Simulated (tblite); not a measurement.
Record of a relaxation.

Species: C4H12SSeSi2.
SMILES with atom numbers: `[CH3:1][C@@H:2]1[CH2:3][C@@H:4]([S:5][SiH3:6])[Se:7][SiH2:8]1` (hydrogens: H9, H10, H11 on C1; H12 on C2; H13, H14 on C3; H15 on C4; H16, H17, H18 on Si6; H19, H20 on Si8)

Computed with GFN2-xTB (tblite), gas phase: L-BFGS steps from a force-field or distance-geometry start until the largest atomic force falls under 0.01 eV/Å. 5 of its 82 geometries are shown.

Step 0: E = -669.7824 eV, largest atomic force 1.347 eV/Å
```
atom  x, y, z in Å  |  force x, y, z in eV/Å
C1     -2.800   -0.831   -0.014   -0.741  -0.202   0.088
C2     -1.410   -0.389   -0.446    0.429  -1.057   0.673
C3     -0.383   -0.559    0.710   -0.536   0.195  -0.100
C4      0.943    0.146    0.377   -0.149  -0.881   1.008
S5      1.823   -0.756   -0.942    0.397  -0.033   0.153
Si6     3.772    0.052   -0.520    0.650   0.157  -0.038
Se7     0.648    2.010   -0.139   -0.043   0.470   0.156
Si8    -1.367    1.400   -0.936   -0.424   1.083  -0.625
H9     -2.794   -1.901    0.286   -0.071   0.678  -0.153
H10    -3.175   -0.222    0.849    0.332  -0.551  -0.759
H11    -3.519   -0.712   -0.864    0.557  -0.111   0.759
H12    -1.088   -1.010   -1.304   -0.041   0.127   0.418
H13    -0.808   -0.107    1.649    0.354  -0.313  -0.760
H14    -0.212   -1.636    0.901    0.091   0.508  -0.056
H15     1.558    0.134    1.311   -0.144   0.093  -0.717
H16     3.761    1.514   -0.676   -0.155  -0.223   0.014
H17     4.761   -0.530   -1.437   -0.430  -0.023   0.090
H18     4.151   -0.284    0.866   -0.247  -0.022  -0.189
H19    -1.440    1.533   -2.397    0.017   0.095   0.110
H20    -2.427    2.157   -0.253    0.152   0.011  -0.071
```

Step 20: E = -670.0102 eV, largest atomic force 0.074 eV/Å
```
atom  x, y, z in Å  |  force x, y, z in eV/Å
C1     -2.783   -0.869   -0.012    0.011   0.006  -0.009
C2     -1.397   -0.399   -0.434   -0.002   0.057  -0.041
C3     -0.391   -0.554    0.703   -0.019   0.032  -0.003
C4      0.933    0.123    0.409    0.027  -0.013  -0.004
S5      1.861   -0.760   -0.890    0.012   0.044   0.051
Si6     3.809    0.062   -0.510   -0.003  -0.006  -0.019
Se7     0.602    2.047   -0.058   -0.064  -0.038  -0.002
Si8    -1.392    1.441   -0.974   -0.003   0.000   0.003
H9     -2.766   -1.916    0.287    0.016  -0.007   0.001
H10    -3.143   -0.280    0.829   -0.028  -0.019   0.008
H11    -3.489   -0.759   -0.832   -0.001  -0.008  -0.003
H12    -1.058   -1.015   -1.273    0.022   0.016  -0.001
H13    -0.801   -0.107    1.614   -0.030   0.016   0.036
H14    -0.200   -1.613    0.903   -0.001   0.016  -0.010
H15     1.564    0.144    1.300    0.008   0.000   0.001
H16     3.731    1.506   -0.679    0.004  -0.014  -0.016
H17     4.630   -0.619   -1.493    0.003  -0.007  -0.006
H18     4.141   -0.284    0.872   -0.016  -0.016  -0.029
H19    -1.418    1.633   -2.423    0.041  -0.029   0.041
H20    -2.438    2.229   -0.320    0.023  -0.030   0.002
```

Step 40: E = -670.0210 eV, largest atomic force 0.051 eV/Å
```
atom  x, y, z in Å  |  force x, y, z in eV/Å
C1     -2.765   -0.906   -0.042   -0.012   0.002   0.012
C2     -1.388   -0.379   -0.419    0.015  -0.018   0.003
C3     -0.412   -0.517    0.746    0.010   0.001   0.010
C4      0.914    0.160    0.460    0.008  -0.016   0.026
S5      1.810   -0.712   -0.868   -0.006  -0.007  -0.020
Si6     3.796    0.038   -0.554   -0.004   0.007  -0.009
Se7     0.568    2.087    0.034   -0.017  -0.008  -0.015
Si8    -1.386    1.457   -0.952    0.018   0.047  -0.010
H9     -2.706   -1.955    0.247   -0.008  -0.006  -0.017
H10    -3.174   -0.348    0.797   -0.028   0.017   0.002
H11    -3.453   -0.819   -0.880    0.002  -0.002   0.002
H12    -1.005   -0.976   -1.251    0.039  -0.019  -0.007
H13    -0.845   -0.061    1.643    0.009  -0.007   0.000
H14    -0.219   -1.573    0.961   -0.014   0.008   0.002
H15     1.555    0.162    1.342    0.024   0.001   0.018
H16     3.769    1.481   -0.751    0.002   0.001   0.017
H17     4.564   -0.679   -1.555   -0.018  -0.007   0.010
H18     4.149   -0.320    0.818   -0.002   0.015  -0.020
H19    -1.315    1.631   -2.400   -0.007  -0.001  -0.022
H20    -2.464    2.240   -0.355   -0.010  -0.005   0.018
```

Step 61: E = -670.0232 eV, largest atomic force 0.012 eV/Å
```
atom  x, y, z in Å  |  force x, y, z in eV/Å
C1     -2.760   -0.907   -0.061    0.005  -0.002   0.001
C2     -1.374   -0.381   -0.410   -0.006   0.005  -0.009
C3     -0.412   -0.511    0.768   -0.012  -0.002  -0.002
C4      0.916    0.159    0.479   -0.008   0.005   0.003
S5      1.794   -0.710   -0.861    0.004  -0.009   0.001
Si6     3.781    0.040   -0.570   -0.001  -0.001  -0.005
Se7     0.571    2.087    0.048    0.002   0.003   0.001
Si8    -1.376    1.456   -0.947    0.001  -0.005   0.001
H9     -2.709   -1.956    0.228   -0.004  -0.004  -0.003
H10    -3.190   -0.347    0.767   -0.003   0.002  -0.006
H11    -3.427   -0.820   -0.916    0.004  -0.004   0.008
H12    -0.971   -0.980   -1.233    0.003   0.000   0.000
H13    -0.850   -0.044    1.657    0.001   0.004   0.007
H14    -0.226   -1.564    0.994   -0.003  -0.005   0.003
H15     1.565    0.160    1.356    0.003   0.000   0.001
H16     3.765    1.482   -0.765   -0.007   0.003  -0.001
H17     4.525   -0.693   -1.577    0.011  -0.001  -0.002
H18     4.146   -0.312    0.800    0.006   0.002  -0.002
H19    -1.312    1.629   -2.396   -0.001   0.006   0.003
H20    -2.463    2.223   -0.340    0.006   0.003  -0.001
```

Step 81: E = -670.0240 eV, largest atomic force 0.009 eV/Å
```
atom  x, y, z in Å  |  force x, y, z in eV/Å
C1     -2.758   -0.910   -0.075   -0.002   0.000  -0.001
C2     -1.370   -0.380   -0.408   -0.001   0.002  -0.004
C3     -0.421   -0.507    0.780   -0.001  -0.002  -0.001
C4      0.916    0.148    0.494    0.000  -0.002   0.000
S5      1.797   -0.745   -0.830   -0.002  -0.003   0.000
Si6     3.776    0.042   -0.581   -0.001  -0.001  -0.002
Se7     0.590    2.075    0.044    0.000   0.001   0.001
Si8    -1.367    1.458   -0.941   -0.006   0.006  -0.003
H9     -2.706   -1.956    0.223   -0.001   0.002   0.002
H10    -3.204   -0.344    0.741   -0.001  -0.003   0.000
H11    -3.412   -0.834   -0.940   -0.002   0.002   0.001
H12    -0.957   -0.978   -1.226    0.005   0.001  -0.002
H13    -0.861   -0.029    1.661    0.000  -0.002  -0.001
H14    -0.246   -1.561    1.016    0.001  -0.004   0.003
H15     1.560    0.151    1.375   -0.003   0.003   0.001
H16     3.722    1.481   -0.792    0.003   0.004   0.000
H17     4.519   -0.685   -1.592    0.002  -0.003  -0.005
H18     4.176   -0.290    0.784    0.000   0.005   0.004
H19    -1.312    1.645   -2.388    0.000  -0.005   0.008
H20    -2.446    2.228   -0.322    0.007   0.000  -0.002
```

Q: Summarise the path.

A: The energy falls by 23.31 kJ/mol from step 0 to step 81; nine tenths of that is first reached at step 11. It falls at every step. The largest force goes from 1.347 to 0.009 eV/Å. Among the bonds C2–Si8 changes most, from 1.856 to 1.914 Å; the atoms move by 0.142 Å rms after alignment.

Q: Follow the three bonds and two angles with the largest change from start to end.

A: 
```csv
step,E above end (kJ/mol),largest force (eV/Å),C2–Si8 (Å),C4–Se7 (Å),C1–H10 (Å),S5–Si6–H17 (°),H16–Si6–H17 (°)
0,23.31,1.347,1.856,1.957,1.121,109.8,109.4
4,5.02,0.289,1.908,2.019,1.085,107.5,111.9
7,2.99,0.188,1.908,2.012,1.089,105.2,113.6
11,2.24,0.124,1.913,2.006,1.089,103.8,114.2
14,1.84,0.130,1.907,2.010,1.089,103.2,114.3
18,1.48,0.074,1.918,2.007,1.088,102.7,114.4
21,1.25,0.098,1.916,2.009,1.088,102.2,114.8
25,0.97,0.067,1.914,2.004,1.089,102.0,115.2
28,0.77,0.074,1.914,2.003,1.088,102.1,115.2
32,0.60,0.062,1.912,2.009,1.089,102.3,114.8
35,0.50,0.064,1.916,2.006,1.089,102.3,114.5
39,0.32,0.058,1.912,2.002,1.088,102.4,114.0
42,0.23,0.036,1.915,2.007,1.088,102.5,113.9
46,0.16,0.029,1.915,2.004,1.088,102.4,114.2
49,0.13,0.031,1.914,2.004,1.088,102.3,114.4
53,0.11,0.013,1.914,2.006,1.088,102.0,114.6
56,0.09,0.020,1.913,2.005,1.088,101.8,114.5
60,0.08,0.014,1.914,2.005,1.088,101.8,114.4
63,0.07,0.012,1.914,2.005,1.088,101.8,114.4
67,0.05,0.013,1.914,2.005,1.088,102.0,114.4
70,0.04,0.023,1.914,2.005,1.088,102.1,114.5
74,0.02,0.012,1.913,2.006,1.088,102.1,114.5
77,0.01,0.012,1.914,2.005,1.088,102.1,114.5
81,0.00,0.009,1.914,2.005,1.088,102.0,114.4
```

What follows is the cost of the whole relaxation. Hardware: one thread of an Intel Xeon 6975P-C (shared host). Cost: 0.87 s.
